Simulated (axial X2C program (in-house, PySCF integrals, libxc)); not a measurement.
# Nuclear properties of BrAsBr⁻

Calculated with an axial X2C code built on PySCF integrals: two-component X2C with atomic mean-field Coulomb and Gaunt terms, Gaussian nuclei, basis Br dyall-av3z, As dyall-v3z with contracted cores.

Br–As–Br held linear, with bonds 2.618 and 2.618 Å (near the PBE0 minimum at charge -1 of the determinant lowest at the starting distance; the state shown can have its own minimum elsewhere, held linear; other orders of the atoms were not compared).

Determinant lowest in the PBE0 search, Ω = 1 (⟨Sz⟩ = 1.00, ⟨Lz⟩ = 0.00 at PBE0), spin on the atoms Br 0.02, As 0.97, Br 0.02:

```json
{"level": "PBE0", "A∥/gI Br (MHz)": "-46.7", "qzz Br (a.u.)": "2.26", "A∥/gI As (MHz)": "-596", "qzz As (a.u.)": "3.16"}
{"level": "HF", "A∥/gI Br (MHz)": "-47.9", "qzz Br (a.u.)": "1.94", "A∥/gI As (MHz)": "-718", "qzz As (a.u.)": "4.28"}
{"level": "PBE", "A∥/gI Br (MHz)": "-54.7", "qzz Br (a.u.)": "2.18", "A∥/gI As (MHz)": "-557", "qzz As (a.u.)": "2.82"}
```

Determinant 0.62 eV from it at PBE0 and this distance, Ω = 0 (closed shell), highest spinor 72% As p, 19% Br p, 8% Br d:

```json
{"level": "PBE0", "qzz Br (a.u.)": "1.96", "qzz As (a.u.)": "3.48"}
{"level": "HF", "qzz Br (a.u.)": "1.78", "qzz As (a.u.)": "4.31"}
{"level": "PBE", "qzz Br (a.u.)": "1.83", "qzz As (a.u.)": "3.27"}
```

A∥ (defined per Ω) follows by multiplying with gI = μI/(I μN); qzz is the electric field gradient, eQq0 = 234.96 MHz × Q/barn × qzz. The operators were transformed with the bare-nucleus X2C matrices; with these basis sets, hyperfine constants and field gradients can be off by tens of per cent, and where levels differ in sign neither size nor sign is settled.

Task: With gI(79Br) = 1.4043, Q(79Br) = 0.3087 barn, gI(75As) = 0.9597, Q(75As) = 0.311 barn (g factors from the IAEA table of nuclear moments by Stone; Q from Pyykkö, Mol. Phys. 2018), turn the PBE0 values of the first state into constants in MHz.

Result: A∥(79Br) = -46.7 × 1.4043 = -65.6 MHz; eQq0(79Br) = 234.96 × (0.3087) × (2.26) = 164 MHz; A∥(75As) = -596 × 0.9597 = -572 MHz; eQq0(75As) = 234.96 × (0.311) × (3.16) = 231 MHz.

The molecule was held linear; bending was not examined, so a bent shape may lie lower.

Each state is one determinant with collinear spin, which with several unpaired electrons need not be a pure state. Unrestricted Hartree–Fock can overshoot spin polarisation at the nuclei. For an anion, determinants above electron detachment, or with a positive highest level, are held by the basis set. A closed determinant beside an open π² or δ² triplet, such as (π1/2)², mixes with its partner pair into the 0⁺ component of the triplet and ¹Σ⁺, so its energy is not that of a level, and 0⁺ can lie lowest. With several open shells hyperfine constants can be off by a factor of several. Open-shell Ω = 0 determinants with evenly filled partner blocks cannot be reached by this program, so the Ω shown need not be the lowest component. The search compared states at one distance, so a state with another bond length can lie lower. PBE0 term energies can be off by some tenths of an eV.
